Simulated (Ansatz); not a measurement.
Calculated with Ansatz (gas phase, PBE0-D4/def2-TZVP geometries, no zero-point term in ΔE). CCSD(T)/CBS is the MP2 limit (def2-TZVPP, def2-QZVPP) plus CCSD(T) − MP2 in def2-TZVPP, frozen cores. This one scheme is used for every species. DFT in def2-TZVPP. B3LYP here is the variant with VWN-RPA as its local correlation; programs differ in this. Each species was taken in one conformer, which may not be the lowest.

Reaction (ligand exchange at the Si–C bond): `Cl[SiH2]C1BN1` + `BN` → `BN[SiH2]Cl` + `B1CN1`

`Cl[SiH2]C1BN1`:

Z-matrix (Å, degrees):
```
Si
C 1 1.852
Cl 1 2.061 2 109.1
H 1 1.487 2 113.5 3 -118.6
H 1 1.485 2 109.9 3 119.0
N 2 1.486 1 117.4 3 -165.2
B 2 1.574 1 121.9 3 -105.1
H 2 1.093 1 116.5 3 51.4
H 6 1.002 2 134.2 1 -75.3
H 7 1.181 2 153.4 1 80.6
```

`BN`:

Z-matrix (Å, degrees):
```
B
N 1 1.385
H 1 1.197 2 119.0
H 1 1.197 2 119.0 3 -180.0
H 2 1.006 1 123.2 3 -0.0
H 2 1.006 1 123.2 3 180.0
```

`BN[SiH2]Cl`:

Z-matrix (Å, degrees):
```
Si
N 1 1.730
Cl 1 2.055 2 111.1
H 1 1.480 2 110.0 3 117.1
H 1 1.475 2 108.1 3 -119.1
B 2 1.403 1 125.7 3 106.7
H 2 1.011 1 117.1 3 -71.9
H 6 1.197 2 118.7 1 0.6
H 6 1.196 2 119.6 1 -179.7
```

`B1CN1`:

```xyz
7

B    -0.940    0.018   -0.168
C     0.419    0.370    0.515
N     0.194   -0.552   -0.603
H    -2.110    0.084   -0.327
H     0.949    1.295    0.287
H     0.712   -0.076    1.465
H     0.776   -1.139   -1.169
```

| level | ΔE (kJ/mol) | difference from CCSD(T)/CBS |
| --- | --- | --- |
| PBE-D4 | -38.0 | 9.5 |
| r2SCAN-D4 | -44.5 | 3.0 |
| PBE0-D4 | -42.0 | 5.5 |
| B3LYP-D4 | -46.1 | 1.4 |
| ωB97X-V | -46.5 | 1.0 |
| ωB97M-V | -46.1 | 1.4 |
| B2PLYP | -48.6 | -1.1 |
| PBE | -38.9 | 8.6 |
| r2SCAN | -44.8 | 2.7 |
| PBE0 | -42.8 | 4.7 |
| B3LYP | -47.4 | 0.1 |
| HF/def2-TZVPP | -58.6 | -11.1 |
| MP2/def2-TZVPP | -48.5 | -1.0 |
| SCS-MP2/def2-TZVPP | -50.5 | -3.0 |
| CCSD/def2-TZVPP | -49.9 | -2.4 |
| CCSD(T)/def2-TZVPP | -48.0 | -0.5 |
| HF/def2-QZVPP | -59.3 | -11.8 |
| MP2/def2-QZVPP | -48.5 | -1.0 |
| SCS-MP2/def2-QZVPP | -50.4 | -2.9 |
| HF/CBS(def2) | -59.4 | -11.9 |
| MP2/CBS(def2) | -48.0 | -0.5 |
| CCSD/CBS(def2) | -49.4 | -1.9 |
| CCSD(T)/CBS | -47.5 | 0 |

Largest T1 diagnostic among the species: 0.013.

From PBE to PBE0 (25 % exact exchange), in def2-TZVPP and without D4, ΔE moves by −4.0 kJ/mol. In def2-TZVPP, CCSD(T) changes the Hartree–Fock value by +10.6 kJ/mol (the triples alone add +1.9 kJ/mol) and MP2 by +10.1 kJ/mol.
